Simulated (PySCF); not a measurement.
# Deuteron quadrupole couplings in `C#Cc1ccpc(Cl)c1`

C₇H₄ClP.
Geometry (GFN2-xTB, Å), atoms numbered from 1 in this order:
```
atom  x, y, z in Å
C1     3.0085    0.7588   -0.0471
C2     1.8483    0.4494   -0.0276
C3     0.4822    0.0817   -0.0055
C4     0.1433   -1.2711    0.0769
C5    -1.1548   -1.7224    0.1033
P6    -2.5900   -0.7469    0.0395
C7    -1.8336    0.8242   -0.0541
Cl8   -2.9259    2.1731   -0.1383
C9    -0.4835    1.0880   -0.0666
H10    4.0220    1.0302   -0.0638
H11    0.9515   -1.9898    0.1216
H12   -1.3209   -2.7904    0.1701
H13   -0.1514    2.1157   -0.1262
```

Level: PBE0/pcSseg-1 (PySCF, non-relativistic); Q(2H) = 0.00286 b; rigid geometry, the same for H and D, with no vibrational averaging.

Q: Give the electric field gradient Vzz (the principal value of largest size), its asymmetry and the 2H coupling at each hydrogen.

A: 
```tsv
atom	bonded to	bond length (Å)	Vzz (au)	η	χzz (kHz)
H10	C1	1.049	0.3949	0.00	265
H11	C4	1.082	0.3169	0.07	213
H12	C5	1.083	0.3218	0.06	216
H13	C9	1.082	0.3159	0.07	212
```

Q: A static deuteron (I = 1) shows a doublet split by (3/2)χ, (3/4)χ(1 + η) and (3/4)χ(1 − η) with the field along z, y and x of the gradient. What are these for H13?

A: With |χ| = 212.3 kHz and η = 0.075: 318, 171 and 147 kHz, to first order and without motion.

Geometry: GFN2-xTB; no solvent, vibrations or thermal averaging. GFN2-xTB bond lengths can be off by several hundredths of an ångström, more for odd bonds, and the gradients follow them. These gradients aren't converged with respect to the basis.

The run behind these numbers computed NMR shieldings as well. The run took about 70 s of CPU time (one thread, shared machine).
